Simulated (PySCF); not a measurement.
Cl₃HHfS, SMILES [Cl][Hf]([SH])([Cl])[Cl], multiplicity 1.

Geometry: B3LYP-D3(BJ)/def2-SVP. The spin state was assumed, not searched. The def2 effective core potentials stand for the cores of Hf; spin–orbit coupling is left out. Other conformers were not sampled.

The numbers are results of PySCF with B3LYP-D3(BJ)/def2-SVP, not measurements.

Frequencies are harmonic and unscaled.

Computed vibrational spectrum:
```csv
mode,ν (cm⁻¹),IR (km/mol),Raman (Å⁴/amu),depolarisation,moving atoms (share of kinetic energy)
1,76,8.5,5.1,0.75,"Cl 72 %, H 21 %"
2,87,1.5,1.5,0.75,"Cl 58 %, S 26 %, Hf 15 %"
3,95,3.0,1.1,0.73,"Cl 69 %, Hf 19 %, S 11 %"
4,98,1.0,1.8,0.75,"Cl 41 %, S 37 %, Hf 18 %"
5,100,2.2,2.5,0.73,"Cl 72 %, S 19 %"
6,148,19.3,0.2,0.75,"H 73 %, Cl 15 %, S 12 %"
7,356,20.6,16.1,0.07,"S 70 %, Hf 11 %, H 10 %, Cl 9 %"
8,375,31.7,7.6,0.04,"Cl 87 %, Hf 10 %"
9,387,68.3,0.7,0.75,"Cl 77 %, Hf 23 %"
10,392,78.0,1.1,0.64,"Cl 74 %, Hf 23 %"
11,507,21.3,9.6,0.67,"H 86 %, S 12 %"
12,2638,3.2,114.7,0.27,H 97 %
```
